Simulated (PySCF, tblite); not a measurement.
Isomers of C3H9ClOSi2, one GFN2-xTB conformer each. Single-point energies are computed at PBE0/pcSseg-1 (PySCF, gas phase, no added dispersion term), electronic only.

| SMILES | GFN2-xTB relative energy (kcal/mol) |
| --- | --- |
| C[C@@H]1[SiH2]O[Si@@]1(C)Cl | 4.0 |
| C[C@@H]1CO[Si@H](Cl)[SiH2]1 | 15.2 |
| Cl[C@H]1CC[SiH2]O[SiH2]1 | 0.0 |
| O[SiH2][Si@H](Cl)C1CC1 | 28.3 |
| C=C[Si@H](Cl)[SiH2]OC | 40.6 |

Conformers: `[CH3:1][C@@H:2]1[CH2:3][O:4][Si@H:5]([Cl:6])[SiH2:7]1` with C1–C2–C3–O4 -76°, C2–C3–O4–Si5 -42°, C3–O4–Si5–Cl6 139°, O4–Si5–Si7–C2 8°; `[Cl:1][C@H:2]1[CH2:3][CH2:4][SiH2:5][O:6][SiH2:7]1` with Cl1–C2–C3–C4 -170°, C2–C3–C4–Si5 -66°, C3–C4–Si5–O6 34°, C4–Si5–O6–Si7 -10°; `[OH:1][SiH2:2][Si@H:3]([Cl:4])[CH:5]1[CH2:6][CH2:7]1` with H–O1–Si2–Si3 178°, O1–Si2–Si3–Cl4 -178°, Si2–Si3–C5–C6 15°; `[CH2:1]=[CH:2][Si@H:3]([Cl:4])[SiH2:5][O:6][CH3:7]` with C1–C2–Si3–Cl4 4°, C2–Si3–Si5–O6 -65°, Si3–Si5–O6–C7 -179°.

Problem. What does PBE0/pcSseg-1 give for the same structures?

Solution. 
| SMILES | PBE0/pcSseg-1 E (Eh) | PBE0/pcSseg-1 (kcal/mol) | GFN2-xTB (kcal/mol) | point group |
| --- | --- | --- | --- | --- |
| C[C@@H]1[SiH2]O[Si@@]1(C)Cl | -1233.59990 | 0.0 | 4.0 | C1 |
| Cl[C@H]1CC[SiH2]O[SiH2]1 | -1233.54588 | 33.9 | 0.0 | C1 |
| C[C@@H]1CO[Si@H](Cl)[SiH2]1 | -1233.53905 | 38.2 | 15.2 | C1 |
| O[SiH2][Si@H](Cl)C1CC1 | -1233.51888 | 50.8 | 28.3 | C1 |
| C=C[Si@H](Cl)[SiH2]OC | -1233.50282 | 60.9 | 40.6 | C1 |

GFN2-xTB puts Cl[C@H]1CC[SiH2]O[SiH2]1 lowest instead; measured from each level's own lowest isomer, the values differ by up to 33.9 kcal/mol (Cl[C@H]1CC[SiH2]O[SiH2]1: 0.0 against 33.9). As drawn, the lowest has a four-membered ring, which the highest lacks; the highest has an Si–Si bond and a C=C bond outside aromatic rings, which the lowest lacks.

Problem. Which frontier levels, dipoles and rotational constants go with these structures?

Solution. 
```json
{"SMILES": "C[C@@H]1[SiH2]O[Si@@]1(C)Cl", "HOMO (eV, PBE0/pcSseg-1)": "-7.72", "LUMO (eV)": "-0.25", "dipole (D)": "2.60", "A, B, C (MHz)": "1989, 1139, 1005"}
{"SMILES": "Cl[C@H]1CC[SiH2]O[SiH2]1", "HOMO (eV, PBE0/pcSseg-1)": "-7.80", "LUMO (eV)": "0.03", "dipole (D)": "2.05", "A, B, C (MHz)": "2759, 995.7, 768.2"}
{"SMILES": "C[C@@H]1CO[Si@H](Cl)[SiH2]1", "HOMO (eV, PBE0/pcSseg-1)": "-7.75", "LUMO (eV)": "-0.35", "dipole (D)": "2.64", "A, B, C (MHz)": "2272, 1039, 978.5"}
{"SMILES": "O[SiH2][Si@H](Cl)C1CC1", "HOMO (eV, PBE0/pcSseg-1)": "-7.95", "LUMO (eV)": "-0.76", "dipole (D)": "2.76", "A, B, C (MHz)": "1509, 1224, 764.4"}
{"SMILES": "C=C[Si@H](Cl)[SiH2]OC", "HOMO (eV, PBE0/pcSseg-1)": "-7.77", "LUMO (eV)": "-0.77", "dipole (D)": "2.63", "A, B, C (MHz)": "2315, 782.0, 629.4"}
```

Problem. What happens when harmonic zero-point energies from GFN2-xTB frequencies are added?

Solution. 
```
                     SMILES  ZPE (kcal/mol)  electronic (kcal/mol)  with ZPE (kcal/mol)
C[C@@H]1[SiH2]O[Si@@]1(C)Cl            71.7                    0.0                  0.0
   Cl[C@H]1CC[SiH2]O[SiH2]1            69.8                   33.9                 31.9
C[C@@H]1CO[Si@H](Cl)[SiH2]1            71.4                   38.2                 37.9
     O[SiH2][Si@H](Cl)C1CC1            69.7                   50.8                 48.8
      C=C[Si@H](Cl)[SiH2]OC            68.4                   60.9                 57.6
```

The zero-point energies span 3.3 kcal/mol. The order is unchanged.
